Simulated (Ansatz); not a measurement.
```yaml
crystal:
  periodic: [false, false, false]
  atoms:
    - {symbol: C, position_ang: [-1.386548, 1.277695, -0.020800]}
    - {symbol: N, position_ang: [-0.832883, 0.184499, 0.343881]}
    - {symbol: C, position_ang: [0.402328, 0.238224, -0.293134]}
    - {symbol: N, position_ang: [0.837525, 0.901987, -1.095820]}
    - {symbol: Si, position_ang: [1.296788, -1.547895, 0.204774]}
    - {symbol: H, position_ang: [-1.312058, 2.114671, 0.580439]}
    - {symbol: H, position_ang: [-1.728921, 1.443776, -0.786346]}
    - {symbol: H, position_ang: [-2.787415, 1.025832, 0.523179]}
    - {symbol: H, position_ang: [-0.907905, -0.685121, 1.129663]}
    - {symbol: H, position_ang: [1.644813, 0.689204, -1.526768]}
    - {symbol: H, position_ang: [1.054114, -2.527826, -0.813748]}
    - {symbol: H, position_ang: [1.019511, -2.200510, 1.471003]}
    - {symbol: H, position_ang: [2.757214, -0.992917, 0.100124]}
basis:
  gaussian: {orbitals: cc-pVTZ-DK}
hamiltonian: {xc: {name: SPW92}}
relax: {f_tol: 0.001, max_steps: 3}
```

```sh
$ ansatz run in.yaml --threads 4 --pin off --events-out ev --progress --plain --max-ram 10444MiB
```

(1) How does Ansatz answer? (An estimate is asked.)

Answers

(1) The calculation gave: The run did not converge.
```
Functional definition: SPW92
1435 factors; their error is unknown
mean field evaluation 1: about -12976.7150 eV, gradient 1.0e2 eV
mean field evaluation 2: about -12799.1167 eV, gradient 2.5e2 eV
mean field evaluation 4: about -12994.9103 eV, gradient 4.0e1 eV
mean field evaluation 8: about -12999.2657 eV, gradient 5.1e-1 eV
mean field evaluation 16: about -12999.2250 eV, gradient 9.3e-4 eV
mean field -12999.22502053 eV, -477.7127083134 hartree, gradient 2.9e-5 eV, S^2 0.000000; 0 other end points of the search recorded, 0 dependent functions left out
reference -12999.22506266 eV, -477.7127098615 hartree; 24, 24 occupied and 242, 242 virtual orbitals, 1435 factors
relax step   1: F+E_penalty+E_count = -12999.22502053 eV  Δ(F+E_penalty+E_count) = +0.000e0 eV  max|allowed force component| = 1.567e1 eV/Å  Δτ_max = 0.0000 Å  (33 SCF iters, accepted)
1435 factors; their error is unknown
mean field -13004.59105520 eV, -477.9099064501 hartree, gradient 1.4e-5 eV, S^2 0.000000; 0 other end points of the search recorded, 0 dependent functions left out
reference -13004.59109978 eV, -477.9099080886 hartree; 24, 24 occupied and 242, 242 virtual orbitals, 1435 factors
relax step   2: F+E_penalty+E_count = -13004.59105520 eV  Δ(F+E_penalty+E_count) = -5.366e0 eV  max|allowed force component| = 6.136e0 eV/Å  Δτ_max = 0.1989 Å  (37 SCF iters, accepted)
1435 factors; their error is unknown
mean field -13005.44248761 eV, -477.9411960140 hartree, gradient 2.3e-5 eV, S^2 0.000000; 0 other end points of the search recorded, 0 dependent functions left out
reference -13005.44253088 eV, -477.9411976042 hartree; 24, 24 occupied and 242, 242 virtual orbitals, 1435 factors
relax step   3: F+E_penalty+E_count = -13005.44248761 eV  Δ(F+E_penalty+E_count) = -8.514e-1 eV  max|allowed force component| = 3.659e0 eV/Å  Δτ_max = 0.1969 Å  (37 SCF iters, accepted)
Error: geometry relaxation did not converge after 3 steps: max|allowed force component| = 3.66e0 eV/Å (threshold 1.0e-3). Raise `relax.max_steps` over both its present limit and 3, loosen `relax.f_tol`, or start from a geometry closer to equilibrium. Where this run's directory can be resumed (`checkpoint.write`), a resume goes on for up to `relax.max_steps` more
```
